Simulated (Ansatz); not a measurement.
Consider the substitution at a C–Si bond: `N#C[SiH2]CF` + HI → `FCI` + `N#C[SiH3]`.

Computed with Ansatz on PBE0-D4/def2-TZVP structures; ΔE is electronic, products minus reactants. CCSD(T)/CBS is the MP2 limit (def2-TZVPP, def2-QZVPP) plus CCSD(T) − MP2 in def2-TZVPP, frozen cores. This one scheme is used for every species. Functionals use def2-TZVPP. def2 core potentials past Kr. For I outer-core shells are correlated without core-valence functions, which leaves a few kJ/mol of doubt a bond. One conformer a species, not always the lowest.

```csv
level,ΔE (eV)
BLYP-D4,0.23
PBE0,0.28
```

Question: What does CCSD(T)/CBS give? (Best estimate.)

Answer: Computed: +0.26 eV. The listed levels differ from it by -0.03, 0.02 eV.

Question: What do rigid-rotor, harmonic-oscillator terms from PBE0-D4/def2-TZVP frequencies (298.15 K, 1 bar) make of the CCSD(T)/CBS value? (Estimate.)

Answer: Computed: ΔZPE = +0.06 eV, ΔH = +0.30 eV, ΔS = 6 J/(mol·K), ΔG = +0.28 eV.

Largest T1 diagnostic among the species: 0.013.

From PBE to PBE0 (25 % exact exchange), in def2-TZVPP and without D4, ΔE moves by +0.05 eV. Leaving LDA and LC-ωPBE aside and taking each functional with its dispersion term where it has one, the values, not all of them listed here, spread over 0.10 eV, from BLYP-D4 to CAM-B3LYP-D4. LDA lies +0.06 eV from PBE without D4. At CCSD(T), def2-SVP lies +0.10 eV from the extrapolated value and def2-TZVPP +0.03 eV.
